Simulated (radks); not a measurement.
Question: Isoelectronic series with 8 electrons, all held in the configuration [He] 2s2 2p4, which need not be the ground one along the series. All-electron calculation, scalar-relativistic Kohn-Sham, PBE, spin-polarised, spherical densities, finite nucleus; open shells are filled with parallel spins first (spin-orbit coupling, left out, can overturn this in heavy ions); Fermi nuclear charge, rms radius of each element as measured or else 0.836 A^(1/3) + 0.57 fm. Program: a radial shooting solver on a logarithmic mesh with Libxc functionals. Total energies (hartree) and mean radii <r> (bohr):

| ion | E (hartree) | 2p down | 2p up | 2s down | 2s up |
|---|---|---|---|---|---|
| O | -75.05759 | 1.335 | 1.231 | 1.159 | 1.128 |
| Ne2+ | -126.68570 | 0.8269 | 0.8017 | 0.8377 | 0.8236 |
| Mg4+ | -192.44607 | 0.6131 | 0.6012 | 0.6537 | 0.6456 |
| Si6+ | -272.35268 | 0.4893 | 0.4822 | 0.5357 | 0.5304 |
| S8+ | -366.44581 | 0.4077 | 0.4030 | 0.4536 | 0.4500 |
| Ar10+ | -474.77957 | 0.3496 | 0.3462 | 0.3932 | 0.3905 |
| Ca12+ | -597.41909 | 0.3060 | 0.3035 | 0.3469 | 0.3448 |
| Ti14+ | -734.43939 | 0.2721 | 0.2702 | 0.3102 | 0.3086 |
| Fe18+ | -1051.97213 | 0.2227 | 0.2214 | 0.2558 | 0.2547 |
| Ni20+ | -1232.68422 | 0.2041 | 0.2030 | 0.2350 | 0.2341 |
| Zn22+ | -1428.17635 | 0.1883 | 0.1874 | 0.2173 | 0.2165 |
| Ge24+ | -1638.57440 | 0.1748 | 0.1740 | 0.2019 | 0.2013 |
| Se26+ | -1864.01558 | 0.1631 | 0.1624 | 0.1885 | 0.1879 |
| Kr28+ | -2104.64782 | 0.1527 | 0.1522 | 0.1767 | 0.1762 |
| Sr30+ | -2360.63122 | 0.1436 | 0.1431 | 0.1662 | 0.1658 |
| Zr32+ | -2632.13799 | 0.1355 | 0.1351 | 0.1568 | 0.1564 |
| Mo34+ | -2919.35153 | 0.1282 | 0.1278 | 0.1484 | 0.1480 |
| Ru36+ | -3222.47418 | 0.1217 | 0.1213 | 0.1407 | 0.1404 |
| Pd38+ | -3541.71908 | 0.1157 | 0.1154 | 0.1337 | 0.1334 |
| Cd40+ | -3877.31336 | 0.1103 | 0.1100 | 0.1274 | 0.1271 |
| Sn42+ | -4229.50487 | 0.1053 | 0.1050 | 0.1215 | 0.1213 |
| Te44+ | -4598.55081 | 0.1007 | 0.1005 | 0.1161 | 0.1159 |

Estimate the row of Cr16+.

Answer: E (hartree) -885.92552; 2p down 0.2450; 2p up 0.2434; 2s down 0.2805; 2s up 0.2791.
